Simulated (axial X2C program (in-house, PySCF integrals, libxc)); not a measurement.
Ionising the radicals of a process plasma

Calculated with an axial X2C code built on PySCF integrals, spin-free (one-electron X2C) or two-component (2c: spin–orbit coupling with atomic mean-field Coulomb and Gaunt terms, which also bring small scalar terms), in Dyall basis sets with cores contracted in-house; open shells are unrestricted.

Level PBE0, 2c. Basis sets: Al dyall-v3z, B dyall-v3z, C dyall-v3z, Cl dyall-av3z, F dyall-av3z, H dyall-v3z, In dyall-cv3z, Mg dyall-cv3z, Ni dyall-cv3z, O dyall-av3z, S dyall-av3z, Si dyall-v3z, Ti dyall-cv3z, Zr dyall-cv3z.

| species | state | ion state | adiabatic IE with zero-point terms (eV) | D0 (eV) | D0 of the ion (eV) |
| --- | --- | --- | --- | --- | --- |
| ZrC | Ω = 1 (⟨Sz⟩ = 1.00, ⟨Lz⟩ = 0.00 at PBE0) | Ω = 1/2 (⟨Sz⟩ = 0.50, ⟨Lz⟩ = 0.00 at PBE0) | 6.52 | n/a | n/a |
| MgSi | Ω = 1 (⟨Sz⟩ = 1.00, ⟨Lz⟩ = 0.00 at PBE0) | Ω = 1/2 (⟨Sz⟩ = -0.50, ⟨Lz⟩ = 1.00 at PBE0) | 6.94 | 1.13 | 1.74 |
| TiS | Ω = 1 (⟨Sz⟩ = -1.00, ⟨Lz⟩ = 2.00 at PBE0) | Ω = 3/2 (⟨Sz⟩ = -0.50, ⟨Lz⟩ = 2.00 at PBE0) | 7.18 | n/a | n/a |
| InSi | Ω = 3/2 (⟨Sz⟩ = 1.50, ⟨Lz⟩ = 0.00 at PBE0) | Ω = 2 (⟨Sz⟩ = 1.00, ⟨Lz⟩ = 1.00 at PBE0) | 7.23 | n/a | n/a |
| NiB | Ω = 5/2 (⟨Sz⟩ = 0.50, ⟨Lz⟩ = 2.00 at PBE0) | Ω = 3 (⟨Sz⟩ = 1.00, ⟨Lz⟩ = 2.00 at PBE0) | 7.42 | n/a | n/a |
| SiCl | Ω = 1/2 (⟨Sz⟩ = -0.50, ⟨Lz⟩ = 1.00 at PBE0) | Ω = 0 (closed shell) | 7.42 | 4.31 | 5.10 |
| AlO | Ω = 1/2 (⟨Sz⟩ = 0.50, ⟨Lz⟩ = 0.00 at PBE0) | Ω = 2 (⟨Sz⟩ = 1.00, ⟨Lz⟩ = 1.00 at PBE0) | 9.83 | 4.90 | n/a |
| B₂ | Ω = 2 (⟨Sz⟩ = 2.00, ⟨Lz⟩ = 0.00 at PBE0) | Ω = 1/2 (⟨Sz⟩ = 1.50, ⟨Lz⟩ = -1.00 at PBE0) | 9.94 | n/a | n/a |
| HF | Ω = 0 (closed shell) | Ω = 3/2 (⟨Sz⟩ = 0.50, ⟨Lz⟩ = 1.00 at PBE0) | 16.02 | 5.67 | 3.28 |

Problem. Which of these can a metastable argon atom (³P2, 11.55 eV, NIST) ionise on energy grounds?

Solution. At PBE0, 2c, IE lies below 11.55 eV for ZrC, MgSi, TiS, InSi, NiB, SiCl, AlO, B₂.

Problem. Which of these can a metastable xenon atom (³P2, 8.32 eV, NIST) ionise on energy grounds?

Solution. At PBE0, 2c, IE lies below 8.32 eV for ZrC, MgSi, TiS, InSi, NiB, SiCl.

Problem. Give the threshold for dissociative ionisation to the lowest fragments, IE + D0(ion).

Solution. At PBE0, 2c: MgSi → Si + Mg+: 8.68 eV; SiCl → Cl + Si+: 12.52 eV; HF → F + H+: 19.30 eV.

Each entry is the lowest single determinant of a limited PBE0 search at one distance. De goes to single-determinant-based atoms at the same level (for ions the charge split of lowest energy) and is withheld (n/a) where an atom does not fit its ground term or J level. Main or longest-lived isotopes. One determinant is a doubtful description, or other states lie close, for ZrC, ZrC⁺, MgSi, MgSi⁺, TiS, TiS⁺, InSi, InSi⁺, NiB⁺, AlO⁺, B₂, B₂⁺; these need not be ground states, and all values refer to the states named. Some open-shell Ω = 0 determinants are out of reach, so the Ω given for ZrC, MgSi, InSi⁺, AlO⁺, B₂ need not be the lowest component. With several unpaired electrons the Ω given is that of one determinant, not necessarily of the lowest component. Some light 2c atoms are not at their ground J level, so De misses part of their lowering (0.04 eV or less). The functionals have no current term, which raises determinants with orbital currents. Where the atoms have a lower orbital projection than the molecule, De at mean-field level may be about a tenth of an eV too small. These values were not checked against measured ones; errors of some tenths of an eV are usual, and D0 of doubtful transition-metal species is not given.
